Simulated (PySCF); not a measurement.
C$_{4}$H$_{10}$S, charge +1, doublet, at a GFN2-xTB geometry (a state made from the parent by changing its charge; the spin is typed, not shown lowest); PySCF with B3LYP/STO-3G.

The PySCF input:
```python
from pyscf import gto, scf, dft

mol = gto.M(
    atom='''
C    -0.264138    1.266573   -1.084319
C    -0.286992    0.019758   -0.222461
C     0.123609   -1.226419   -1.049494
C    -1.620016   -0.218526    0.459704
S     1.029197    0.053666    1.055233
H    -1.043376    1.191470   -1.840568
H    -0.462836    2.156311   -0.489665
H     0.685053    1.397796   -1.600073
H     0.137850   -2.130388   -0.444970
H    -0.635351   -1.348147   -1.824122
H     1.089471   -1.099347   -1.532541
H    -1.594324   -1.088811    1.112219
H    -1.908387    0.644191    1.058040
H    -2.392233   -0.382065   -0.288650
H     1.942207    0.752010    0.346029
''',
    basis='sto-3g',
    charge=1,
    spin=1,
    verbose=4,
)

mf = dft.UKS(mol)
mf.xc = 'b3lyp'
mf.kernel()
mf.analyze()
```

The log (banner, timings and long lists left out):

```
PySCF version 2.14.0

[INPUT] verbose = 4
[INPUT] num. atoms = 15
[INPUT] num. electrons = 49
[INPUT] charge = 1
[INPUT] spin (= nelec alpha-beta = 2S) = 1
[INPUT] symmetry False subgroup None
[INPUT] Mole.unit = angstrom
[INPUT] Symbol           X                Y                Z      unit          X                Y                Z       unit  Magmom
[...]
nuclear repulsion = 246.122703485989
number of shells = 27
number of NR pGTOs = 117
number of NR cGTOs = 39
basis = sto-3g
ecp = {}

******** <class 'pyscf.dft.uks.UKS'> ********
method = UKS
initial guess = minao
damping factor = 0
level_shift factor = 0
DIIS = <class 'pyscf.scf.diis.CDIIS'>
diis_start_cycle = 1
diis_space = 8
diis_damp = 0
SCF conv_tol = 1e-09
SCF conv_tol_grad = None
SCF max_cycles = 50
direct_scf = True
direct_scf_tol = 1e-13
number electrons alpha = 25  beta = 24
XC library pyscf.dft.libxc version 7.1.2
    S. Lehtola, C. Steigemann, M. J. T. Oliveira, and M. A. L. Marques,  SoftwareX 7, 1–5 (2018)
XC functionals = b3lyp
    P. J. Stephens, F. J. Devlin, C. F. Chabalowski, and M. J. Frisch,  J. Phys. Chem. 98, 11623 (1994)
radial grids:
    Treutler-Ahlrichs [JCP 102, 346 (1995); DOI:10.1063/1.469408] (M4) radial grids

becke partition: Becke, JCP 88, 2547 (1988); DOI:10.1063/1.454033
pruning grids: <function nwchem_prune>
grids dens level: 3
symmetrized grids: False
atomic radii adjust function: <function treutler_atomic_radii_adjust>
small_rho_cutoff = 0
Set gradient conv threshold to 3.16228e-05
tot grids = 173432
init E= -550.396972285013

cycle= 1 E= -550.083567734948  delta_E= 0.313  |g|= 0.162  |ddm|= 3.24
cycle= 2 E= -550.095087164173  delta_E= -0.0115  |g|= 0.121  |ddm|= 0.485
cycle= 3 E= -550.105418605621  delta_E= -0.0103  |g|= 0.0167  |ddm|= 0.205
cycle= 4 E= -550.105611403114  delta_E= -0.000193  |g|= 0.00433  |ddm|= 0.0291
cycle= 5 E= -550.105627337045  delta_E= -1.59e-05  |g|= 0.002  |ddm|= 0.00984
cycle= 6 E= -550.105630986852  delta_E= -3.65e-06  |g|= 0.000657  |ddm|= 0.00456
cycle= 7 E= -550.105631547223  delta_E= -5.6e-07  |g|= 0.000295  |ddm|= 0.00205
cycle= 8 E= -550.105631633936  delta_E= -8.67e-08  |g|= 6.4e-05  |ddm|= 0.000734
cycle= 9 E= -550.105631639366  delta_E= -5.43e-09  |g|= 1.62e-05  |ddm|= 0.0002
cycle= 10 E= -550.105631639765  delta_E= -3.99e-10  |g|= 5.68e-06  |ddm|= 5.72e-05
Extra cycle  E= -550.105631639802  delta_E= -3.73e-11  |g|= 3.71e-06  |ddm|= 1.99e-05
converged SCF energy = -550.105631639802  <S^2> = 0.7517266  2S+1 = 2.0017259
**** SCF Summaries ****
Total Energy =                        -550.105631639802368
Nuclear Repulsion Energy =             246.122703485989462
One-electron Energy =                -1232.053795132670075
Two-electron Energy =                  435.825460006878245
Two-electron Coulomb Energy =          486.617985214061889
DFT Exchange-Correlation Energy =      -50.792525207183623
**** MO energy ****
                             alpha | beta                alpha | beta
[...]
To work with the spin densities directly, `use mulliken_meta_spin()` only printing them here.

 ** Mulliken spin pop alpha/beta on meta-lowdin orthogonal AOs **
 ** Mulliken Spin Density (per AO)  **
spin_pop of  0 C 1s        0.00000
spin_pop of  0 C 2s        0.00104
spin_pop of  0 C 2px       0.00071
spin_pop of  0 C 2py       0.00467
spin_pop of  0 C 2pz       0.00299
spin_pop of  1 C 1s        0.00000
spin_pop of  1 C 2s       -0.00325
spin_pop of  1 C 2px      -0.01012
spin_pop of  1 C 2py       0.01335
spin_pop of  1 C 2pz      -0.00674
spin_pop of  2 C 1s        0.00000
spin_pop of  2 C 2s        0.00671
spin_pop of  2 C 2px       0.00048
spin_pop of  2 C 2py       0.02114
spin_pop of  2 C 2pz       0.02869
spin_pop of  3 C 1s        0.00000
spin_pop of  3 C 2s        0.00063
spin_pop of  3 C 2px       0.00472
spin_pop of  3 C 2py      -0.00002
spin_pop of  3 C 2pz       0.00061
spin_pop of  4 S 1s        0.00000
spin_pop of  4 S 2s        0.00000
spin_pop of  4 S 3s        0.01030
spin_pop of  4 S 2px       0.00005
spin_pop of  4 S 2py       0.00030
spin_pop of  4 S 2pz       0.00008
spin_pop of  4 S 3px       0.11646
spin_pop of  4 S 3py       0.65054
spin_pop of  4 S 3pz       0.16829
spin_pop of  5 H 1s       -0.00034
spin_pop of  6 H 1s        0.00084
spin_pop of  7 H 1s       -0.00003
spin_pop of  8 H 1s       -0.00197
spin_pop of  9 H 1s        0.01764
spin_pop of  10 H 1s       -0.00204
spin_pop of  11 H 1s        0.00009
spin_pop of  12 H 1s        0.00113
spin_pop of  13 H 1s       -0.00085
spin_pop of  14 H 1s       -0.02611
 ** Mulliken Spin Density (per atom)  **
spin density of  0 C =      0.00941
spin density of  1 C =     -0.00676
spin density of  2 C =      0.05702
spin density of  3 C =      0.00593
spin density of  4 S =      0.94602
spin density of  5 H =     -0.00034
spin density of  6 H =      0.00084
spin density of  7 H =     -0.00003
spin density of  8 H =     -0.00197
spin density of  9 H =      0.01764
spin density of  10 H =     -0.00204
spin density of  11 H =      0.00009
spin density of  12 H =      0.00113
spin density of  13 H =     -0.00085
spin density of  14 H =     -0.02611
 ** Mulliken pop alpha/beta on meta-lowdin orthogonal AOs **
 ** Mulliken pop       alpha | beta **
[...]
In total            25.00000 | 24.00000
 ** Mulliken atomic charges   ( Nelec_alpha | Nelec_beta ) **
charge of  0C =     -0.14907  (     3.07924      3.06983 )
charge of  1C =      0.02282  (     2.98521      2.99197 )
charge of  2C =     -0.13859  (     3.09781      3.04078 )
charge of  3C =     -0.14672  (     3.07633      3.07040 )
charge of  4S =      0.63169  (     8.15717      7.21114 )
charge of  5H =      0.09191  (     0.45388      0.45422 )
charge of  6H =      0.07312  (     0.46386      0.46302 )
charge of  7H =      0.06773  (     0.46612      0.46615 )
charge of  8H =      0.07521  (     0.46141      0.46338 )
charge of  9H =      0.09781  (     0.45992      0.44228 )
charge of  10H =      0.06943  (     0.46427      0.46631 )
charge of  11H =      0.07220  (     0.46395      0.46386 )
charge of  12H =      0.07326  (     0.46394      0.46280 )
charge of  13H =      0.08783  (     0.45566      0.45651 )
charge of  14H =      0.07139  (     0.45125      0.47736 )

WARN: System has nonzero charge 1; the dipole moment is origin-dependent.
Location of origin: [0. 0. 0.]

Dipole moment(X, Y, Z, Debye):  2.46313,  0.63751,  0.91196
```
